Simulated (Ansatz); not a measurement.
Coupled-cluster run, CH5GeNO.

```yaml
crystal:
  periodic: [false, false, false]
  atoms:
    - {symbol: N, position_ang: [0.705896, 1.569485, -0.850172]}
    - {symbol: C, position_ang: [0.180091, 0.374694, -0.607612]}
    - {symbol: O, position_ang: [-0.023691, -0.045872, 0.527360]}
    - {symbol: Ge, position_ang: [-0.872501, -1.998932, 0.696769]}
    - {symbol: H, position_ang: [0.859645, 1.883443, -1.791344]}
    - {symbol: H, position_ang: [0.954456, 2.171233, -0.081431]}
    - {symbol: H, position_ang: [-0.067911, -0.229945, -1.490745]}
    - {symbol: H, position_ang: [0.230510, -2.342978, 1.790853]}
    - {symbol: H, position_ang: [-1.878095, -1.427526, 1.789321]}
basis:
  gaussian: {orbitals: def2-TZVPP}
correlation: {method: ccsd_t}
output: {orbitals: {seedname: orbitals}}
```

```sh
$ ansatz run in.yaml --threads 4 --pin off --events-out ev --progress --plain --max-ram 10444MiB
```

The program prints (abridged):

```
Functional definition: HF
1289 factors; integrals over basis functions are off by at most 1.1e-3 eV
mean field evaluation 1: about -61100.2663 eV, gradient 3.6e1 eV
mean field evaluation 2: about -61100.4764 eV, gradient 3.7e1 eV
mean field evaluation 4: about -61103.3199 eV, gradient 4.7e0 eV
mean field evaluation 8: about -61103.3875 eV, gradient 3.9e-1 eV
mean field -61103.38847297 eV, -2245.5081090176 hartree, gradient 1.9e-6 eV, S^2 0.000000; 0 other end points of the search recorded, 0 dependent functions left out
12 core orbitals not correlated: weight in the atoms' cores, before any rotation towards them, 1.000 or more for the frozen orbitals, at most 0.000 for the correlated occupied ones
reference -61103.38847297 eV, -2245.5081090176 hartree; 17, 17 occupied and 182, 182 virtual orbitals, 1289 factors
second order -23.14793621 eV of doubles, -0.00000000 eV of singles
cycle   1  -22.96289856 eV  change    1.9e-1 eV  update   1.2e-1
cycle   2  -23.65126901 eV  change   -6.9e-1 eV  update   3.9e-2
cycle   3  -23.80726485 eV  change   -1.6e-1 eV  update   2.2e-2
cycle   4  -23.78710954 eV  change    2.0e-2 eV  update   5.9e-3
cycle   5  -23.78427216 eV  change    2.8e-3 eV  update   2.6e-3
cycle   6  -23.78561699 eV  change   -1.3e-3 eV  update   7.4e-4
cycle   7  -23.78508978 eV  change    5.3e-4 eV  update   2.8e-4
cycle   8  -23.78500274 eV  change    8.7e-5 eV  update   9.7e-5
cycle   9  -23.78506203 eV  change   -5.9e-5 eV  update   4.3e-5
cycle  10  -23.78505931 eV  change    2.7e-6 eV  update   1.9e-5
perturbative correction -0.96369778 eV, -0.0354152403 hartree
Total energy: -61128.13723007 eV, -2246.4176090653 hartree
```

Hardware: 4 threads of an Intel Xeon 6975P-C on a shared host. Wall time 26 s, peak host memory 3.4 GiB.

MP2 recovers 93.5 % of the CCSD(T) correlation energy and the triples give 3.9 %; T1 = 0.0149.
